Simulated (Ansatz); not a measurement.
C2H5FGeO (`C=C[O][GeH2][F]`), 10 atoms. The species carries charge 0 and has multiplicity 1. Correlated methods include outer-core shells of Ge, which these sets cover unevenly. Scalar relativity is left out up to krypton. All runs use 4 threads of an Arm Neoverse V1 on a shared host. Correlated methods freeze the cores.

(1) How many basis functions does each run have, and how long does it take in Ansatz? RHF-CCSD(T)/def2-TZVPP energy; RHF-MP2/def2-QZVPP energy; RHF-CCSD(T)/def2-SVP energy; RKS ωB97M-V/def2-QZVPP energy; RKS SPW92 (LDA)/def2-TZVPP energy; RKS ωB97M-V/def2-SVP energy; direct RPA on PBE orbitals/def2-TZVPP energy; RKS B97M-V/def2-TZVPP energy; RKS PBE0-D4/def2-TZVP relaxation (9 steps); RKS PBE0-D4/def2-QZVPP energy; RKS PBE0-D4/def2-SVP energy; RKS BLYP-D4/def2-TZVPP energy. (Estimate.)

## Answers

(1) Ansatz gave: Other jobs shared the machine, so times are rough.

```csv
level,job,functions,wall time,peak host memory (GiB)
RKS SPW92 (LDA)/def2-TZVPP,energy,242,1.2 s,0.3
RKS PBE0-D4/def2-SVP,energy,113,1.4 s,0.25
RKS BLYP-D4/def2-TZVPP,energy,242,2 s,0.31
RKS ωB97M-V/def2-SVP,energy,113,5.5 s,0.36
direct RPA on PBE orbitals/def2-TZVPP,energy,242,6 s,0.59
RHF-CCSD(T)/def2-SVP,energy,113,9.5 s,0.61
RKS PBE0-D4/def2-QZVPP,energy,467,9.5 s,1.8
RKS B97M-V/def2-TZVPP,energy,242,11 s,0.39
RKS ωB97M-V/def2-QZVPP,energy,467,21 s,2.1
RHF-MP2/def2-QZVPP,energy,467,27 s,2.9
RKS PBE0-D4/def2-TZVP,relaxation (9 steps),202,36 s,0.58
RHF-CCSD(T)/def2-TZVPP,energy,242,3.8 min,5.2
```
